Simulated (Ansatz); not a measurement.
The pair A = C2H2 (SMILES C#C) (first 4 atoms), B = HI (SMILES I); geometry from B3LYP-D3(BJ)/def2-TZVP.
(charge 0, multiplicity 1):
```xyz
6

C     -0.33174     0.14492     0.27935
C      0.86025     0.23622     0.34975
H     -1.38993     0.06400     0.21553
H      1.91860     0.31736     0.41061
I      0.03498    -0.07586     4.39688
H      0.12921     0.02758     2.78099
```

Frozen-core correlation. Filled d and f shells under p-block atoms count as core. MP2 and its Hartree–Fock in def2-QZVPPD are density fitted.

Codes used: Ansatz (Gaussian orbitals). Values without a source in brackets are computed. In def2 rows elements past Kr take small-core potentials, without spin–orbit coupling.

The counterpoise-corrected interaction energy is E(AB) − E(A in the pair's basis) − E(B in the pair's basis). Total energies (hartree):

```csv
level,AB,A in the pair's basis,B in the pair's basis
HF/def2-TZVPPD,-374.0945877,-76.8524730,-297.2427096
MP2/def2-TZVPPD,-374.5584257,-77.1616289,-297.3937073
HF/def2-QZVPPD,-374.0989500,-76.8556946,-297.2438617
MP2/def2-QZVPPD,-374.6006650,-77.1836211,-297.4135307
CCSD(T)/def2-TZVPPD,-374.6115354,-77.1901935,-297.4191453
```

Work out the counterpoise-corrected interaction energy at the basis-set limit: extrapolate the MP2 correlation part as X⁻³, take Hartree–Fock from the larger set, and add the CCSD(T) − MP2 difference of def2-TZVPPD.


1. Differences (1 hartree = 627.509 kcal/mol): HF/def2-TZVPPD 0.373; MP2/def2-TZVPPD -1.939; HF/def2-QZVPPD 0.380; MP2/def2-QZVPPD -2.205; CCSD(T)/def2-TZVPPD -1.378.
2. Correlation parts, MP2 less HF: -2.312 in def2-TZVPPD (X = 3), -2.585 in def2-QZVPPD (X = 4).
3. Limit (4³·(-2.585) − 3³·(-2.312))/(4³ − 3³) = -2.784; with HF/def2-QZVPPD it gives -2.404.
4. CCSD(T) less MP2 in def2-TZVPPD: 0.560.
Result: -1.84 kcal/mol, against -1.94 at MP2/def2-TZVPPD. It is an estimate of this method's limit, not of the exact value.

Ansatz is a quantum-chemistry and plane-wave program.
